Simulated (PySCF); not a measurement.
The numbers are results of TPSSh-D3(BJ)/def2-TZVP // CAM-B3LYP-D3(BJ)/def2-TZVP (PySCF), not measurements. Isolated molecules, 0 K electronic values unless said otherwise. One relaxed conformer stands for a flexible species; it need not be the lowest. Excitations are Tamm–Dancoff values on a coarser integration grid. The basis has no diffuse functions, so Rydberg states are missing or too high.

Reference species (SMILES): `C=C(Cl)/C=C/[SiH3]` (Cl–C–C–C torsion 0°) (neutral, multiplicity 1).

| Item | Result |
|---|---|
| brightest of the four lowest singlets (TDA) | 6.03 eV |
| S1–T1 gap (TDA) | 2.42 eV |

Changed species: `C=C(Cl)/C=C\[SiH3]` (Cl–C–C–C torsion 0°).

### Question
What does the change do to the brightest of the four lowest singlets (TDA) and S1–T1 gap (TDA)?

### Answer
the brightest of the four lowest singlets (TDA) falls by 0.67 eV, to 5.36 eV; the S1–T1 gap (TDA) drops by 0.07 eV, to 2.35 eV.
